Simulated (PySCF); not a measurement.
A structure optimised at PBE0-D3(BJ)/def2-SVP, used in a PySCF frequency run:

```
Si
H 1 1.4975
H 1 1.4977 2 108.74
Si 1 2.3406 2 111.35 3 122.44
O 4 1.6729 1 107.45 2 -47.22
H 5 0.9621 4 116.20 1 -177.25
H 4 1.4969 5 111.53 6 -57.05
H 4 1.4993 7 107.61 5 -122.59
Si 1 2.3432 2 110.28 3 -119.73
H 9 1.4941 1 110.74 2 -43.50
C 9 1.8701 10 110.64 1 -128.73
H 11 1.1001 9 110.53 10 -178.24
H 11 1.1007 12 108.61 9 -121.52
H 11 1.1017 12 108.47 13 -117.77
Cl 9 2.0956 10 106.54 11 -117.91
```

Task: Write its SMILES and formula.

Result: C[Si@@H](Cl)[SiH2][SiH2]O, CH9ClOSi3

Task: What are its rotational constants (standard atomic weights)?

Result: 2.4490, 0.73861, 0.59612 GHz
